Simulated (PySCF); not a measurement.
# Strontium: a sound run and one with changed settings

Sound run: Sr [Kr] 5s2, Sr⁺ [Kr] 5s1. Calculation: PySCF 2.14, in cc-pVDZ-X2C (6s5p3d, 36 functions); scalar relativity by spin-free X2C-1e. The sound run starts from symmetry-adapted Hartree-Fock orbitals and uses a fine grid where one is needed.

Changed run: 6 angular points. This setting is unsound on purpose.

| species | method | sound run (hartree) | changed run (hartree) | converged |
| --- | --- | --- | --- | --- |
| Sr | UHF | -3177.34482 | -3177.34482 | yes |
| Sr | LDA | -3175.09491 | -3175.27629 | yes |
| Sr | B3LYP | -3179.31128 | -3179.41872 | yes |
| Sr⁺ | UHF | -3177.17020 | -3177.17020 | yes |
| Sr⁺ | LDA | -3174.87785 | -3175.05764 | yes |
| Sr⁺ | B3LYP | -3179.09822 | -3179.20479 | yes |

Ionisation energy of Sr:

| method | sound run (eV) | changed run (eV) |
| --- | --- | --- |
| UHF | 4.752 | 4.752 |
| LDA | 5.906 | 5.950 |
| B3LYP | 5.798 | 5.821 |

A coarse angular grid integrates products of high-l functions wrongly, so density functionals can shift, and the SCF can exploit the error; Hartree-Fock and MP2 need no grid.

For comparison, NIST gives 5.695 eV between the lowest levels.
